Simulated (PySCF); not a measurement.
C₅H₁₀.

```xyz
15

C     -2.3345    -0.1849    -0.1951
C     -1.0907     0.2177    -0.4702
C     -0.0860     0.6753     0.5496
C      1.1331    -0.2554     0.6936
C      1.9830    -0.3829    -0.5707
H     -2.7177    -0.1929     0.8312
H     -3.0182    -0.5178    -0.9810
H     -0.7560     0.2089    -1.5151
H     -0.5830     0.7762     1.5288
H      0.2755     1.6842     0.2737
H      0.7819    -1.2539     1.0072
H      1.7619     0.1235     1.5179
H      2.3371     0.6038    -0.9147
H      1.4189    -0.8401    -1.3990
H      2.8701    -1.0109    -0.3924
```

Geometry: B3LYP-D3(BJ)/def2-SVP. One conformer was computed; it need not be the lowest.

All values below come from KT2/pcSseg-1 (PySCF). Non-relativistic, no solvent.

### Question
Give the absolute GIAO shielding of each atom: isotropic value and principal components (ppm). (An estimate is asked for; the answer gives what the named calculation found.)

### Answer

| atom | σ(iso) | σ11 | σ22 | σ33 | span |
|---|---|---|---|---|---|
| C1 | 69.5 | -29.5 | 88.2 | 149.8 | 179.3 |
| C2 | 45.7 | -70.1 | 47.7 | 159.6 | 229.7 |
| C3 | 141.9 | 130.6 | 142.5 | 152.8 | 22.2 |
| C4 | 153.5 | 145.8 | 149.0 | 165.7 | 19.9 |
| C5 | 168.5 | 153.8 | 168.7 | 182.9 | 29.1 |
| H6 | 26.0 | 23.0 | 25.5 | 29.6 | 6.6 |
| H7 | 26.1 | 23.3 | 25.0 | 30.0 | 6.7 |
| H8 | 25.0 | 22.7 | 23.5 | 28.8 | 6.1 |
| H9 | 29.1 | 25.3 | 28.3 | 33.7 | 8.3 |
| H10 | 29.1 | 25.9 | 28.0 | 33.3 | 7.5 |
| H11 | 29.9 | 25.7 | 29.3 | 34.6 | 8.9 |
| H12 | 29.5 | 24.6 | 28.7 | 35.3 | 10.7 |
| H13 | 30.5 | 27.1 | 28.3 | 36.1 | 9.0 |
| H14 | 29.9 | 25.5 | 29.3 | 35.0 | 9.6 |
| H15 | 30.0 | 25.8 | 27.5 | 36.8 | 10.9 |
